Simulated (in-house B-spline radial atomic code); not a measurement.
RPA and G0W0 on LC-wPBE: Cu-

Configuration [Ar] 3d10 4s2, mean-field start LC-wPBE. Computed with an all-electron radial atomic-structure program (B-spline basis): all electrons, non-relativistic, point nucleus, each spin shell either full or empty, empty states to l = 9 with an (l + 1/2)⁻⁴ tail; G0W0 by contour deformation at full frequency.

The anion's configuration is assumed.

Command:
```bash
python run_gw.py task.json out
```
Settings (radii: box in bohr, nucleus in fm):
```
Z                        29
electrons                30
configuration            [Ar] 3d10 4s2
hamiltonian              nr
method                   lc_wpbe
lmax                     9
spin_polarised           False
box_radius               60
intervals                57
ion_configuration        [Ar] 3d10 4s1
```

Run time, properties included: 5 s on 1 thread of Intel(R) Xeon(R) 6975P-C, on a shared host.

Energies (hartree):

```
                                     term        value
                         mean-field total  -1640.35200
Hartree-Fock functional on these orbitals  -1638.91841
                      direct second order      -2.7656
                    second-order exchange      0.76851
                         SOSEX correction      0.67178
```

Task: What is the RPA correlation energy, and what remains with SOSEX?

Result: RPA gives -2.181 hartree (-1.98 eV per electron); RPA + SOSEX gives -1.5092, and the second-order doubles -1.9971 hartree (no singles). RPA lacks exchange-type terms and so overcorrelates at short range.

Quasi-particle levels (eV):

```json
{"level": "4s", "occupied": "yes", "mean field": "-1.198", "Σx - vxc": "0.84", "Σc": "?", "QP weight": "?", "G0W0": "?"}
```

G0W0 = mean field + (Σx - vxc) + Σc, with Σc (partial-wave tail included) taken at the quasi-particle energy. Only the outer levels were computed. Levels of low weight are left out.

Task: Where does G0W0 put 4s?

Result: At -1.231 eV, with Σc = -0.87 eV and a quasi-particle weight of 0.897. The tabulated removal energy is 1.235 eV (electron affinity of the neutral atom); the calculation leaves out relativity, Breit and QED terms, and what these don't explain is the method's own error.

Task: What does it cost to remove one electron (to [Ar] 3d10 4s1) by differences of total energies, each species on its own start (correlation terms add to the Hartree-Fock functional)?

Result: LC-wPBE 0.766 eV, Hartree-Fock functional -0.253 eV, + RPA 0.922 eV, + RPA + SOSEX 0.678 eV, + second order 1.532 eV. Tabulated: 1.235 eV (electron affinity of the neutral atom); the calculation leaves out relativity, Breit and QED terms, and what these don't explain is the method's own error.
